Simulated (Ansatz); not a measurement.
```xyz
3

O     0.0000    0.0000    0.0000
O     0.0000    2.7250    1.6750
O     0.0000   -2.7250    1.6750
```

Basis set: pcseg-2 (spherical functions). Charge 0, multiplicity 1.

Computed with Ansatz (development build ahead of 0.2.0); each method stands on the lowest determinant of its kind that the runs found. Restricted functionals stand beside restricted open-shell atoms, which can lie above the unrestricted atoms usual in DFT and then raise those values.

Task: Give the atomization energy at this shape (free ground-state atoms in the same class of orbitals less the molecule, no zero-point energy) of singlet O3 by PBE0 (unrestricted), PBE0 (restricted), UHF.

Result:

| method | atomization energy |
| --- | --- |
| PBE0 (unrestricted) | -0.69 eV |
| PBE0 (restricted) | -8.55 eV |
| UHF | -0.97 eV |

Caution: the shape is not the minimum. Caution for PBE0 (unrestricted), UHF: the unrestricted determinant is a mixture of spin states. Caution for PBE0 (restricted): an unrestricted determinant lies well below; the molecule lies well above its atoms at this level.
